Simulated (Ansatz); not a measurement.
Computed with Ansatz on PBE0-D4/def2-TZVP structures; ΔE is electronic, products minus reactants. CBS: MP2 limit from def2 TZ/QZ plus the TZ coupled-cluster correction, frozen cores. This one scheme is used for every species. Functionals use def2-TZVPP. Each species was taken in one conformer, which may not be the lowest.

Reaction (substitution at a C–B bond): `CCB(C)S` + `C=N` → `C=NCC` + `CBS`

`CCB(C)S`:

Cartesian coordinates in Å:
```
C -1.301 1.441 0.092
C -0.052 0.674 0.495
B 0.346 -0.634 -0.280
C 1.577 -1.487 0.192
S -0.542 -1.254 -1.710
H -1.455 2.321 0.721
H -1.240 1.793 -0.942
H -2.198 0.822 0.178
H -0.103 0.405 1.559
H 0.826 1.334 0.439
H 1.885 -2.272 -0.501
H 1.327 -1.971 1.145
H 2.441 -0.848 0.400
H -1.510 -0.325 -1.788
```

`C=N`:

Cartesian coordinates in Å:
```
C 0.255 0.070 -0.287
N -0.058 -0.047 0.928
H -0.437 -0.062 -1.128
H 1.286 0.319 -0.544
H -1.046 -0.281 1.031
```

`C=NCC`:

```xyz
11

C     0.754    1.379   -1.117
N     0.177    0.264   -1.054
C    -0.621   -0.021    0.115
C    -0.112   -1.268    0.815
H     1.368    1.617   -1.986
H     0.673    2.144   -0.332
H    -0.646    0.831    0.813
H    -1.647   -0.196   -0.228
H     0.901   -1.114    1.191
H    -0.091   -2.112    0.124
H    -0.756   -1.524    1.659
```

`CBS`:

Cartesian coordinates in Å:
```
C 0.246 0.827 0.684
B 0.013 -0.496 -0.104
S -0.821 -0.451 -1.678
H 1.318 0.959 0.872
H -0.212 0.747 1.677
H -0.133 1.729 0.200
H 0.380 -1.553 0.316
H -0.792 -1.762 -1.966
```

```json
{"level": "PBE-D4", "ΔE (kJ/mol)": "43.1", "difference from CCSD(T)/CBS": "-3.5"}
{"level": "B97M-V", "ΔE (kJ/mol)": "46.7", "difference from CCSD(T)/CBS": "0.1"}
{"level": "PBE0-D4", "ΔE (kJ/mol)": "45.0", "difference from CCSD(T)/CBS": "-1.6"}
{"level": "r2SCAN0-D4", "ΔE (kJ/mol)": "45.4", "difference from CCSD(T)/CBS": "-1.2"}
{"level": "B2PLYP", "ΔE (kJ/mol)": "39.0", "difference from CCSD(T)/CBS": "-7.6"}
{"level": "PBE-QIDH", "ΔE (kJ/mol)": "44.5", "difference from CCSD(T)/CBS": "-2.1"}
{"level": "LC-ωPBE", "ΔE (kJ/mol)": "43.7", "difference from CCSD(T)/CBS": "-2.9"}
{"level": "RPA@PBE/def2-TZVPP", "ΔE (kJ/mol)": "42.5", "difference from CCSD(T)/CBS": "-4.1"}
{"level": "CCSD/def2-SVP", "ΔE (kJ/mol)": "37.8", "difference from CCSD(T)/CBS": "-8.8"}
{"level": "CCSD/def2-TZVPP", "ΔE (kJ/mol)": "44.3", "difference from CCSD(T)/CBS": "-2.3"}
{"level": "CCSD(T)/CBS", "ΔE (kJ/mol)": "46.6", "difference from CCSD(T)/CBS": "0"}
```

Largest T1 diagnostic among the species: 0.013.

Leaving LDA and LC-ωPBE aside and taking each functional with its dispersion term where it has one, the values spread over 7.7 kJ/mol, from B2PLYP to B97M-V. The D4 term adds +6.6 kJ/mol with B3LYP and +3.8 kJ/mol with PBE0; it sums over pairs of atoms, weighted by their polarisabilities, and B3LYP, whose exchange is more repulsive, gets the larger term.

CCSD(T)/CBS has its own doubt, a few kJ/mol and more with outer-core shells, so smaller differences from it don't rank the levels.

B3LYP here is the variant with VWN-RPA as its local correlation; programs differ in this.
